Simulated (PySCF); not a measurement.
A PySCF script (with the pyscf-properties extension) for the NMR shieldings of `CS[SiH2]CCN(C)C`, C₅H₁₅NSSi, on a GFN2-xTB geometry:

```python
import basis_set_exchange as bse
import numpy as np
from pyscf import gto, dft
from pyscf.prop import nmr

atoms = """
C     4.837167   -0.177145    0.158003
S     3.342844   -0.908344    0.889782
Si    1.860853    0.215491   -0.176686
C     0.170752   -0.337289    0.453807
C    -0.951582    0.352978   -0.310105
N    -2.240694    0.195673    0.341218
C    -3.212679    1.139863   -0.168957
C    -2.744865   -1.158830    0.252540
H     4.847756   -0.361379   -0.911196
H     4.855963    0.888939    0.358595
H     5.687848   -0.658952    0.627301
H     2.055123   -0.051214   -1.605060
H     2.114970    1.636061    0.076741
H     0.078168   -1.419968    0.366130
H     0.062608   -0.097115    1.512300
H    -0.972154   -0.016696   -1.352217
H    -0.741654    1.424911   -0.350460
H    -4.138517    1.032835    0.394346
H    -2.838134    2.153178   -0.030401
H    -3.433635    0.990367   -1.238068
H    -2.901810   -1.484230   -0.788989
H    -3.695567   -1.216827    0.780391
H    -2.047513   -1.842384    0.731064
"""
names = dict.fromkeys(["C", "S", "Si", "N", "H"], "pcSseg-1")
basis = {el: gto.basis.parse(bse.get_basis(n, elements=[el], fmt="nwchem")) for el, n in names.items()}
mol = gto.M(atom=atoms, basis=basis, charge=0, verbose=0)
mf = dft.RKS(mol, xc="PBE0")
mf.grids.level = 2
mf.grids.alignment = dft.numint.BLKSIZE   # the property module wants whole blocks of grid points
mf.conv_tol = 1e-9
mf.kernel()

calc = nmr.RKS(mf)   # GIAO
C = mf.mo_coeff
Co = C[:, mf.mo_occ > 0]
resp = mf.gen_response(singlet=True, hermi=2)
def vind(x):   # induced exchange potential for any number of trial vectors
    d = np.einsum("pi,xij,qj->xpq", C, 2 * x.reshape(-1, C.shape[1], Co.shape[1]), Co, optimize=True)
    return np.einsum("xpq,pi,qj->xij", resp(d - d.transpose(0, 2, 1)), C, Co, optimize=True).ravel()
mo1, _ = nmr.rhf.solve_mo1(calc, with_cphf=vind)
sigma = calc.kernel(mo1)
for i, s in enumerate(sigma):   # ppm
    w = np.linalg.eigvalsh((s + s.T) / 2)
    print("%2d %-2s iso %8.1f  s11 %8.1f  s22 %8.1f  s33 %8.1f" % (i, mol.atom_pure_symbol(i), w.mean(), *w))
```

Q: Give the expected output.

A: 
```
 0 C  iso    172.4  s11    162.8  s22    163.2  s33    191.2
 1 S  iso    726.6  s11    627.8  s22    637.5  s33    914.5
 2 Si iso    368.2  s11    327.9  s22    343.6  s33    433.2
 3 C  iso    172.7  s11    151.9  s22    173.4  s33    192.8
 4 C  iso    130.4  s11    103.3  s22    116.9  s33    171.0
 5 N  iso    216.1  s11    187.6  s22    204.2  s33    256.3
 6 C  iso    137.2  s11    109.5  s22    116.3  s33    185.8
 7 C  iso    143.7  s11    111.7  s22    134.6  s33    184.9
 8 H  iso     29.8  s11     24.0  s22     27.8  s33     37.5
 9 H  iso     29.8  s11     24.0  s22     27.8  s33     37.4
10 H  iso     29.6  s11     23.6  s22     26.6  s33     38.5
11 H  iso     27.1  s11     23.0  s22     26.7  s33     31.5
12 H  iso     27.1  s11     23.0  s22     26.5  s33     31.7
13 H  iso     30.4  s11     24.2  s22     32.6  s33     34.3
14 H  iso     30.6  s11     25.1  s22     31.3  s33     35.3
15 H  iso     29.9  s11     25.3  s22     31.1  s33     33.2
16 H  iso     29.4  s11     23.0  s22     31.4  s33     33.8
17 H  iso     29.2  s11     25.0  s22     26.4  s33     36.4
18 H  iso     29.2  s11     24.8  s22     27.1  s33     35.8
19 H  iso     29.8  s11     26.4  s22     27.1  s33     35.9
20 H  iso     30.3  s11     27.0  s22     27.7  s33     36.3
21 H  iso     29.4  s11     25.2  s22     26.8  s33     36.3
22 H  iso     28.9  s11     23.5  s22     28.9  s33     34.4
```

These numbers come from an equivalent density-fitted implementation of the same equations, which agrees with the script to about 0.01 ppm for H and up to a few tenths of a ppm for heavy atoms, so last digits may differ.

Q: Turn these shieldings into chemical shifts. Referencing at the same level of theory: TMS for ¹³C (σ = 186.93 ppm) and ²⁹Si (σ = 349.16 ppm) and ¹H (σ = 31.72 ppm); ³³S (σ = 503.73 ppm) against CS2; NH3 for ¹⁵N (σ = 267.73 ppm).

A: Averaging equivalent atoms: C 4: 56.5; C 6/7: 46.5; C 0: 14.6; C 3: 14.2; S 1: -223; Si 2: -19.1; N 5: 51.7; H 11/12: 4.66; H 17/18/19/20/21/22: 2.22; H 15/16: 2.09; H 8/9/10: 2.01; H 13/14: 1.26 ppm. Experimental scales use liquid or dissolved standards, which lie at an offset from isolated NH3 (liquid NH3: subtract about 20 ppm).

Size and cost of the density-fitted run: 225 basis functions, 88 s wall time on 1 thread of an Arm Neoverse N1, shared host; peak memory 1.1 GiB.
